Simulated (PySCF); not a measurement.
First-order multiplets

Atom-mapped SMILES (the numbers label the heavy atoms): `[CH3:1][O:2][C@@H:3]1[CH2:4][C@H:5]([F:6])[C:7]2([CH2:8][CH2:9][CH2:10][CH2:11]2)[CH2:12]1`. Each H is labelled by its parent atom. Ha(C4), Ha(C12) are cis to O2 on the ring; Ha(C8), Ha(C9), Ha(C10), Ha(C11) are pro-R; Hb(C8), Hb(C9), Hb(C10), Hb(C11) are pro-S; Hb(C4), Hb(C12) are trans to O2 on the ring.

Calculated, not measured (PySCF 2.14.0 with density-fitted response routines): spin–spin couplings from B3LYP/pcJ-1 (spin–dipole term only in couplings to heteroatoms), structure optimised with PBE0-D3(BJ)/def2-SVP, shielding tensors at PBE/pcSseg-1 (GIAO). In vacuum, one conformer, non-relativistic Hamiltonian, equivalent nuclei averaged.

Chemical shifts δ = σref − σ; ¹³C, ¹H vs TMS, all at this level.

Spectrometer: 400 MHz for ¹H. First-order analysis; couplings under 1 Hz (under 4 Hz in carbon signals) are ignored, and nearly equal couplings are merged; the smaller ones broaden or split the lines further.

(1) What pattern does C4 show in the proton-coupled ¹³C spectrum?

(2) What pattern does Ha(C12) show (¹H)?

(3) What pattern does Hb(C12) show (¹H)?

(4) What pattern does H(C5) show (¹H)?

## Answers

(1) A doublet of doublets of doublets at δ 41.2: 139.5 Hz to Hb(C4) (1 × ¹H, 1 bond away), 132.5 Hz to Ha(C4) (1 × ¹H, 1 bond away), 15.3 Hz to F6 (1 × ¹⁹F, 2 bonds away). Lines in Hz from the centre (relative intensity): +143.7 (1), +128.3 (1), +11.2 (1), +4.2 (1), -4.2 (1), -11.2 (1), -128.3 (1), -143.7 (1). The outer lines are 287.3 Hz apart, the sum of the couplings kept, or 2.856 ppm at this field.

(2) A doublet of doublets of doublets at δ 1.83: 15.1 Hz to Hb(C12) (1 × ¹H, 2 bonds away), 4.7 Hz to F6 (1 × ¹⁹F, 4 bonds away), 1.8 Hz to Ha(C4) (1 × ¹H, 4 bonds away). Lines in Hz from the centre (relative intensity): +10.8 (1), +9.0 (1), +6.1 (1), +4.3 (1), -4.3 (1), -6.1 (1), -9.0 (1), -10.8 (1). The outer lines are 21.6 Hz apart, the sum of the couplings kept, or 0.054 ppm at this field.

(3) A doublet of doublets of doublets at δ 1.28: 15.1 Hz to Ha(C12) (1 × ¹H, 2 bonds away), 8.9 Hz to H(C3) (1 × ¹H, 3 bonds away), 1.9 Hz to Hb(C11) (1 × ¹H, 4 bonds away). Lines in Hz from the centre (relative intensity): +12.9 (1), +11.1 (1), +4.0 (1), +2.1 (1), -2.1 (1), -4.0 (1), -11.1 (1), -12.9 (1). The outer lines are 25.9 Hz apart, the sum of the couplings kept, or 0.065 ppm at this field.

(4) A doublet of doublets of doublets at δ 4.70: 63.5 Hz to F6 (1 × ¹⁹F, 2 bonds away), 11.0 Hz to Ha(C4) (1 × ¹H, 3 bonds away), 9.1 Hz to Hb(C4) (1 × ¹H, 3 bonds away). Lines in Hz from the centre (relative intensity): +41.8 (1), +32.7 (1), +30.8 (1), +21.7 (1), -21.7 (1), -30.8 (1), -32.7 (1), -41.8 (1). The outer lines are 83.6 Hz apart, the sum of the couplings kept, or 0.209 ppm at this field.

Unscaled 3J(H,H) at this level run about 10 % above measured values.
